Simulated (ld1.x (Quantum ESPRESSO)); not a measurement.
## u(r) = r·R(r): atom against pseudo-atom (lithium)

Columns: radius, all-electron u(r) and pseudo u(r) of the 2p shell (level -3.40 eV) of lithium in the configuration [He] 2s0.5 2p0; BP86, scalar-relativistic, RRKJ scheme, ld1.x (Quantum ESPRESSO) 7.5.

```csv
r (bohr),all-electron,pseudo
0.210,0.0203,0.0081
0.420,0.0629,0.0315
0.630,0.1132,0.0684
0.840,0.1647,0.1156
1.050,0.2140,0.1695
1.260,0.2597,0.2262
1.470,0.3014,0.2818
1.680,0.3393,0.3333
1.890,0.3738,0.3783
2.100,0.4042,0.4156
2.310,0.4299,0.4445
2.520,0.4505,0.4655
2.730,0.4662,0.4792
2.940,0.4768,0.4869
3.150,0.4829,0.4897
3.360,0.4847,0.4886
3.570,0.4826,0.4844
3.780,0.4771,0.4777
3.990,0.4687,0.4687
4.200,0.4576,0.4576
4.410,0.4444,0.4444
4.620,0.4295,0.4295
4.830,0.4131,0.4131
5.040,0.3957,0.3957
5.250,0.3776,0.3776
5.460,0.3590,0.3590
```

How many radial nodes do the two functions have?

The all-electron 2p function has n − l − 1 = 0; the pseudo-wave has 0.

At about which radius was the pseudo-wave matched?

4.20 bohr, where the columns begin to agree (steps of 0.21 bohr).

Where does each function peak?

Outermost all-electron maximum near 3.36 bohr, pseudo maximum near 3.15 bohr (to the table’s step).

Is the pseudo-wave norm-conserving?

Yes: the RRKJ scheme keeps the norm inside the radius equal to the all-electron one, which fixes the energy derivative of the logarithmic derivative at the level.
